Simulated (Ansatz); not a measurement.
Wavefunction ladder for I$_{4}$Si (`I[Si](I)(I)I`)

Cartesian coordinates in Å:
```
I 2.176 0.864 0.646
Si 0.000 0.000 0.000
I -1.354 -0.351 1.985
I -1.104 1.596 -1.461
I 0.282 -2.109 -1.171
```

Charge 0, multiplicity 1. Correlated methods include outer-core shells of I, which these sets cover unevenly. I takes the def2 core potential. The structure was optimised at the PBE0-D4/def2-TZVP level. Frozen core, restricted reference, the Gaussian-basis code of Ansatz.

```tsv
basis	HF (Eh)	MP2 corr.	CCSD corr.	(T)	CCSD(T) total
def2-SVP	-1475.60083	?	?	-0.01749	?
def2-TZVPP	?	-2.10380	-1.97822	-0.05037	?
def2-QZVPP	-1475.76193	?	–	–	–
```

Question: Fill in the withheld values. (Estimate.)

Answer: Ansatz gave: def2-SVP MP2 corr.: -0.56659; def2-SVP CCSD corr.: -0.59058; def2-SVP CCSD(T) total: -1476.20890; def2-TZVPP HF (Eh): -1475.74860; def2-TZVPP CCSD(T) total: -1477.77719; def2-QZVPP MP2 corr.: -2.80118.
